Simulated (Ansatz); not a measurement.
Ideal-gas functions of AlGaH4O, SMILES `[AlH2][O][GaH2]` at 800 K and 1 bar, from an Ansatz frequency run at PBE0-D4/def2-TZVP.

Molar mass 116.74 g/mol, point group C2v (symmetry number 2), electronic degeneracy 1, moments of inertia 7.872, 269.297, 269.408 u Å². Harmonic wavenumbers (cm⁻¹, unscaled): 63, 77, 122, 423, 530, 554, 619, 625, 730, 796, 1062, 1929, 1931, 1999, 2001.

Use S(trans) = R[1.5 ln M + 2.5 ln T − 1.1517]; rotational temperatures θ = 24.2544 K / I; S(rot) = R[ln(√π/σ · √(T³/θAθBθC)) + 1.5]; for each mode x = 1.438777 ν̃/T, S = R[x/(eˣ − 1) − ln(1 − e⁻ˣ)] and H = RT x/(eˣ − 1); 1 cm⁻¹ = 0.0119627 kJ/mol; R = 8.31446 J/(mol·K).

Q: By hand: the entropy, in J/(mol·K).

A: Translation 188.7. Rotation: θ = 3.0811, 0.0901, 0.09 K, giving 110.2. Vibration, mode by mode: 26.43, 24.76, 20.94, 10.79, 9.02, 8.68, 7.84, 7.77, 6.62, 6.01, 4.09, 1.19, 1.19, 1.08, 1.07, in all 137.5. Electronic 0.0. Sum 436.4 J/(mol·K).

Q: By hand: H − E and G − E in kJ/mol, counted from the electronic energy.

A: Zero-point energy ½ × 13461 × 0.0119627 = 80.5; thermal vibration 49.2; translation, rotation and pV give 4 RT = 26.6. H − E = 156.3 kJ/mol, and G − E = 156.3 − 800 × 436.4/1000 = -192.8 kJ/mol.

Vibration gives 32 % of the entropy, 72.1 J/(mol·K) of it from the modes under 150 cm⁻¹: soft modes count most, and the harmonic formula is weakest for them.
